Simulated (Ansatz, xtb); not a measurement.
Breaking the H–H spacing in H6 chain (multiplicity 1 held). Energies count from the point at 0.900 Å.
Geometry at that point (charge 0, multiplicity 1):
```xyz
6

H      0.00000     0.00000     0.00000
H      0.00000     0.00000     0.90000
H      0.00000     0.00000     1.80000
H      0.00000     0.00000     2.70000
H      0.00000     0.00000     3.60000
H      0.00000     0.00000     4.50000
```

R- and RO- levels are restricted; in cc, def2 and unpolarised 6-31G sets they are followed outwards from rest. Unrestricted levels (U-) break spin symmetry where that is lower. Active spaces are followed from rest. Full CI gives the lowest state of the spin. Curves can end on different states.

Codes used: Ansatz (Gaussian basis) for Hartree–Fock, density functionals and correlated methods; xtb for the GFN methods.  The GFN methods have no spin term and hold the electronic entropy of 300 K.

```json
[
 {"level": "GFN2-xTB", "energy at R = 3.600 Å (kJ/mol)": "1296.0"},
 {"level": "R-MP2/cc-pVDZ", "energy at R = 3.600 Å (kJ/mol)": "…"},
 {"level": "R-SCS-MP2/cc-pVDZ", "energy at R = 3.600 Å (kJ/mol)": "…"},
 {"level": "U-SCS-MP2/cc-pVDZ", "energy at R = 3.600 Å (kJ/mol)": "947.8"},
 {"level": "U-CCSD/cc-pVDZ", "energy at R = 3.600 Å (kJ/mol)": "987.8"},
 {"level": "U-CCSD(T)/cc-pVDZ", "energy at R = 3.600 Å (kJ/mol)": "992.9"},
 {"level": "SC-NEVPT2 on CASSCF(6,6)/cc-pVDZ", "energy at R = 3.600 Å (kJ/mol)": "949.3"},
 {"level": "FIC-NEVPT4(SD) on CASSCF(6,6)/cc-pVDZ", "energy at R = 3.600 Å (kJ/mol)": "988.2"},
 {"level": "FCI/cc-pVDZ", "energy at R = 3.600 Å (kJ/mol)": "994.0"}
]
```

Question: Some entries are withheld; supply them.

Answer: 
- R-MP2/cc-pVDZ, energy at R = 3.600 Å (kJ/mol): 1406.4
- R-SCS-MP2/cc-pVDZ, energy at R = 3.600 Å (kJ/mol): 1223.4

Doubts at one or more of the structures used: a restricted determinant that unrestricted orbitals would lower (R-MP2/cc-pVDZ, R-SCS-MP2/cc-pVDZ); a spin-contaminated determinant (U-SCS-MP2/cc-pVDZ, U-CCSD/cc-pVDZ, U-CCSD(T)/cc-pVDZ).

Ansatz is a program for electronic structure.
